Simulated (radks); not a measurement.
Species: Ir XVII. Configuration: [Kr] 4d10 4f13 5s2.

Method: scalar-relativistic Kohn-Sham, PBE, spin-polarised, spherical densities, finite nucleus; open shells are filled with parallel spins first (spin-orbit coupling, left out, can overturn this in heavy ions); Fermi nuclear charge, rms radius 5.4032 fm; computed with a radial shooting solver on a logarithmic mesh with Libxc functionals.

Energy parts (hartree):
total: -17734.7251
kinetic: 19717.3644
electron-nucleus: -43216.1224
Hartree: 6097.5337
exchange-correlation: -333.5007

Orbitals (lengths in bohr, moments of r in powers of bohr; <r^-3> diverges for s and p1/2):
\begin{tabular}{lrrrr}
orbital & occ. & eigenvalue (hartree) & <r^4> & <r^-3> \\ \hline
1s down & 1 & -2809.693 & 4.811e-07 & - \\
1s up & 1 & -2809.692 & 4.811e-07 & - \\
2s up & 1 & -502.1557 & 0.00007121 & - \\
2s down & 1 & -502.1548 & 0.00007121 & - \\
2p up & 3 & -438.0829 & 0.00005697 & 23050 \\
2p down & 3 & -438.0823 & 0.00005696 & 23050 \\
3s up & 1 & -127.1428 & 0.002586 & - \\
3s down & 1 & -127.1152 & 0.002585 & - \\
3p up & 3 & -108.3925 & 0.002814 & 5225 \\
3p down & 3 & -108.3646 & 0.002812 & 5227 \\
3d up & 5 & -87.73592 & 0.002164 & 658.7 \\
3d down & 5 & -87.71461 & 0.002162 & 659.0 \\
4s up & 1 & -36.86253 & 0.05765 & - \\
4s down & 1 & -36.81508 & 0.05769 & - \\
4p up & 3 & -30.67067 & 0.07564 & 1258 \\
4p down & 3 & -30.62506 & 0.07572 & 1257 \\
4d up & 5 & -23.05502 & 0.1016 & 139.4 \\
4d down & 5 & -23.01045 & 0.1018 & 139.2 \\
5s up & 1 & -14.71675 & 1.011 & - \\
5s down & 1 & -14.69472 & 1.015 & - \\
4f up & 7 & -14.53578 & 0.1591 & 27.52 \\
4f down & 6 & -14.48997 & 0.1602 & 27.48 \\
\end{tabular}

The highest occupied level is 4f down at -394.29 eV. For comparison, the ionisation energy in NIST's Atomic Spectra Database is 407 eV (theoretical). In exact Kohn-Sham theory the highest level is minus the ionisation energy, but local and semilocal functionals leave it too shallow, through self-interaction and a potential that decays too fast; potentials with the right tail come closer. The electron density at the nucleus is 1.949e+06 e/bohr^3 (large components only).
